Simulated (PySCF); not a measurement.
Electronic structure of S (sulfur, neutral) at the UHF level

Configuration: [Ne] 3s2 3p3 4s1, high-spin 5S determinant (an excited configuration). Calculation: PySCF 2.14, in aug-cc-pVQZ-DK (7s6p4d3f2g, 84 functions); the spin-free X2C one-electron Hamiltonian (Gaussian nucleus).

```
Total energy                        : -398.376064 hartree
One-electron energy                 : -547.7607 hartree
Hartree (Coulomb) energy            : 174.3884 hartree
Exchange energy                     : -25.0038 hartree
⟨S²⟩                                : 6.0005
⟨L²⟩                                : 0.000
Sum of ⟨r⟩                          : 17.81 bohr
Sum of ⟨r²⟩                         : 48.42 bohr²
Langevin diamagnetic susceptibility : -38.4 ×10⁻⁶ cm³/mol
```

```json
{"shell": "1s α", "electrons": "1", "mean orbital energy (eV)": "-2517.6", "rms radius, mean of both spins (bohr)": "0.112"}
{"shell": "1s β", "electrons": "1", "mean orbital energy (eV)": "-2516.7", "rms radius, mean of both spins (bohr)": "0.112"}
{"shell": "2s α", "electrons": "1", "mean orbital energy (eV)": "-252.49", "rms radius, mean of both spins (bohr)": "0.516"}
{"shell": "2s β", "electrons": "1", "mean orbital energy (eV)": "-251.53", "rms radius, mean of both spins (bohr)": "0.516"}
{"shell": "2p α", "electrons": "3", "mean orbital energy (eV)": "-188.18", "rms radius, mean of both spins (bohr)": "0.491"}
{"shell": "2p β", "electrons": "3", "mean orbital energy (eV)": "-186.59", "rms radius, mean of both spins (bohr)": "0.491"}
{"shell": "3s α", "electrons": "1", "mean orbital energy (eV)": "-32.922", "rms radius, mean of both spins (bohr)": "1.78"}
{"shell": "3s β", "electrons": "1", "mean orbital energy (eV)": "-23.390", "rms radius, mean of both spins (bohr)": "1.78"}
{"shell": "3p α", "electrons": "3", "mean orbital energy (eV)": "-17.708", "rms radius, mean of both spins (bohr)": "2.07"}
{"shell": "4s α", "electrons": "1", "mean orbital energy (eV)": "-3.320", "rms radius, mean of both spins (bohr)": "5.22"}
```

The outer electron is Rydberg-like, and this basis confines it to a smaller radius and binds it less than a complete one would.

Densities and radii are taken from the X2C orbitals without a picture-change correction, which distorts them close to the nucleus.

Spin-orbit constants ζ (cm⁻¹) from the X2C one-electron operator on these orbitals: bare nucleus, nucleus screened by l(l+1)(2l+1)/3 electrons, and screened by the Breit-Pauli mean field of the electrons.

| shell | bare | screened nucleus | mean field |
| --- | --- | --- | --- |
| 2p | 7484 | 6549 | 6126 |
| 3p | 528.4 | 462.4 | 426.5 |
